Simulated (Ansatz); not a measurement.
`C[SiH2]P` + `CS[SiH2]O` → `CSP` + `C[SiH2][SiH2]O`  (redistribution)

Computed with Ansatz on PBE0-D4/def2-TZVP structures; ΔE is electronic, products minus reactants. CCSD(T)/CBS is the MP2 limit (def2-TZVPP, def2-QZVPP) plus CCSD(T) − MP2 in def2-TZVPP, frozen cores. Functionals use def2-TZVPP. B3LYP here is the variant with VWN-RPA as its local correlation; programs differ in this. HSE06 is defined as in plane-wave codes. Each species was taken in one conformer, which may not be the lowest.

```csv
level,ΔE (kJ/mol)
LDA (SPW92),87.0
r2SCAN-D4,92.1
HSE06-D4,87.7
ωB97M-V,95.0
B3LYP,85.3
r2SCAN0,93.8
HSE06,86.8
RPA@PBE/def2-TZVPP,88.9
```

(1) What does CCSD(T)/CBS give? (Best estimate.)

(2) What do rigid-rotor, harmonic-oscillator terms from PBE0-D4/def2-TZVP frequencies (298.15 K, 1 bar) make of the CCSD(T)/CBS value? (An estimate is asked.)

Largest T1 diagnostic among the species: 0.012.

Results:

(1) Computed: +93.4 kJ/mol. The listed levels differ from it by -6.4, -1.3, -5.7, 1.6, -8.1, 0.4, -6.6, -4.5 kJ/mol.

(2) Ansatz gave: ΔZPE = -1.8 kJ/mol, ΔH = +92.6 kJ/mol, ΔS = 12 J/(mol·K), ΔG = +89.0 kJ/mol.

From BLYP to BHLYP (50 % exact exchange), in def2-TZVPP and without D4, ΔE moves by +9.3 kJ/mol. At CCSD(T), def2-SVP lies +4.2 kJ/mol from the extrapolated value and def2-TZVPP +0.7 kJ/mol. Leaving LDA and LC-ωPBE aside and taking each functional with its dispersion term where it has one, the values, not all of them listed here, spread over 11.5 kJ/mol, from PBE-D4 to ωB97M-V. LDA lies +4.8 kJ/mol from PBE without D4.
